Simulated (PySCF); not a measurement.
SMILES [SiH][SiH3] (H4Si2) (PBE0/def2-SVP optimised geometry):

```
6

Si    -1.137     1.542     0.000
H     -0.378     1.737    -1.320
Si    -0.366    -0.725     0.000
H      1.137    -0.725     0.000
H     -0.825    -1.405    -1.258
H     -0.828    -1.542     1.165
```

Calculation: PBE0/def2-TZVP (PySCF).

Problem. What are the frontier orbital energies and the dipole moment?

Solution. HOMO-2 -9.80 eV, HOMO-1 -8.37 eV, HOMO -6.66 eV, LUMO -3.38 eV, LUMO+1 0.33 eV; dipole moment 0.21 D.

On the same geometry PBE/def2-TZVP run with PySCF 2.14.0 gives HOMO-2 -8.47 eV, HOMO-1 -7.20 eV, HOMO -5.69 eV, LUMO -4.24 eV, LUMO+1 -0.43 eV; dipole moment 0.20 D.

Meta-Löwdin charges at PBE0/def2-TZVP: Si1 0.11, H2 -0.08, Si3 0.17, H4 -0.06, H5 -0.07, H6 -0.08.
